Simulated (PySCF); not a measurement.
## Radial density of Tm (thulium, neutral)

UHF, [Xe] 4f14 6s1, 2S determinant (an excited configuration). Calculation: PySCF 2.14, in x2c-TZVPPall (11s7p7d4f2g, 113 functions); the spin-free X2C one-electron Hamiltonian (Gaussian nucleus).

| r (bohr) | 4πr²ρ (e/bohr) | 4πr²(ρα − ρβ) |
| --- | --- | --- |
| 0.0244 | 82.05 | -0.0006 |
| 0.0410 | 102.2 | 0.0005 |
| 0.0690 | 122.0 | 0.0014 |
| 0.116 | 94.17 | 0.0000 |
| 0.195 | 106.9 | 0.0007 |
| 0.328 | 51.86 | -0.0008 |
| 0.552 | 57.63 | -0.0070 |
| 0.929 | 19.46 | 0.0196 |
| 1.56 | 7.766 | -0.0095 |
| 2.63 | 1.161 | 0.1303 |
| 4.42 | 0.2399 | 0.2312 |
| 7.43 | 0.07488 | 0.0748 |
| 12.5 | 0.0003624 | 0.0004 |

Densities and radii are taken from the X2C orbitals without a picture-change correction, which distorts them close to the nucleus.

Spin-orbit coupling, which splits the p, d and f shells strongly at this Z, is absent.

Where is the radial spin density 4πr²(ρα − ρβ) most negative, and why is it negative at all?

Around r = 1.56 bohr, down to -0.0095 e/bohr: exchange with the open shell polarises the paired shells in an unrestricted calculation.
